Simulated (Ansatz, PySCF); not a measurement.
GeH₇NOSi, SMILES [NH]([GeH2][OH])[SiH3].

Geometry: ωB97X-D3(BJ)/def2-SVP. This is a generated structure with no PubChem entry under its InChIKey; it may be hypothetical. Other conformers were not sampled.

Vertical ionisation energy (IE) and electron affinity (EA) in eV. Rows of orbital energies are one-electron estimates. Where ΔSCF, EOM or ADC give a negative EA the extra electron is unbound and the value depends on the basis.

```tsv
level	IE	EA
−ε(HOMO), −ε(LUMO), HF/def2-TZVP (PySCF)	10.95	-2.94
−ε(HOMO), −ε(LUMO), PBE/def2-TZVP (PySCF)	6.19	0.78
ΔSCF, PBE0/def2-SVPD (Ansatz), final states of multiplicity 2 and 2	9.52	-1.15
ΔSCF, PBE/def2-SVPD (Ansatz), final states of multiplicity 2 and 2	9.21	-0.96
```

What vertical singlet–triplet gap does ΔSCF give with PBE0/def2-SVPD (Ansatz, a first-principles code) and with PBE/def2-SVPD (Ansatz)? (An estimate is asked for; the answer gives what the named calculation found.)

5.73 and 5.35 eV (triplet above singlet where positive).
